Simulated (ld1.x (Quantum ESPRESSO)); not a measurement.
**Which setting gave this result? (O (Z = 8), ultrasoft)**

Base potential:

```json
{
 "Element": "oxygen",
 "Generator": "ld1.x (Quantum ESPRESSO) 7.5",
 "Type": "ultrasoft",
 "Functional": "PBE",
 "Relativity": "scalar-relativistic",
 "Frozen core": "[He]",
 "Valence charge": "6",
 "Reference configuration": "2s2 2p4",
 "Partial waves": "2s (bound): rcut 0.70, rcutus 0.75 bohr; 2s channel at 2.1 Ry: rcut 0.70, rcutus 0.75 bohr; 2p (bound): rcut 0.95, rcutus 1.15 bohr; 2p channel at -0.35 Ry: rcut 0.95, rcutus 1.15 bohr; 3d channel at -0.2 Ry: rcut 0.95, rcutus 1.15 bohr; 3d channel at 1.3 Ry: rcut 0.95, rcutus 1.15 bohr",
 "Local potential": "all-electron potential smoothed inside 1.05 bohr (lloc = -1)",
 "Core correction": "none",
 "Augmentation charge": "built from norm-conserving waves at rcut, not smoothed further"
}
```

Cutoffs, loose and tight: the cutoffs (Ry, on a coarse ladder) from which the occupation-weighted sum of valence levels, in a spherical-Bessel basis at the reference potential, stays within 10 and 1 mRy of its value at 400 Ry. They do not see the model core or the augmentation charge, which bear on the density cutoff. Test errors are all-electron minus pseudo excitation energies from the reference, over the configurations 2s2 2p3; 2s2 2p2; 2s2 2p1; 2s1 2p4; 2s0 2p6; 2s2 2p0; 2s2 2p3.5; variants that change the core or the reference have their own tests.

Only the scale of all radii (base = 1) is moved (1 further runs of the sweep failed or gave no value and are left out):

```json
{"scale of all radii (base = 1)": "0.85", "cutoff, loose": "100 Ry", "cutoff, tight": "160 Ry", "bound ghosts": "s", "largest test error (meV)": "+552"}
{"scale of all radii (base = 1)": "0.94", "cutoff, loose": "70 Ry", "cutoff, tight": "120 Ry", "bound ghosts": "none", "largest test error (meV)": "+585"}
{"scale of all radii (base = 1)": "1.01", "cutoff, loose": "55 Ry", "cutoff, tight": "100 Ry", "bound ghosts": "none", "largest test error (meV)": "+658"}
{"scale of all radii (base = 1)": "1.2", "cutoff, loose": "35 Ry", "cutoff, tight": "70 Ry", "bound ghosts": "none", "largest test error (meV)": "+947"}
{"scale of all radii (base = 1)": "1.3", "cutoff, loose": "35 Ry", "cutoff, tight": "55 Ry", "bound ghosts": "none", "largest test error (meV)": "+1296"}
{"scale of all radii (base = 1)": "1.36", "cutoff, loose": "30 Ry", "cutoff, tight": "50 Ry", "bound ghosts": "none", "largest test error (meV)": "+1539"}
```

Q: One more run gave cutoff, loose: 45 Ry; cutoff, tight: 80 Ry; bound ghosts: none; largest test error (meV): +820. Which value of the scale of all radii (base = 1) was used?

A: 1.11. The tight cutoff moves one way along this sweep, from 160 Ry at 0.85 to 50 Ry at 1.36, which places the run between 1.01 and 1.2.
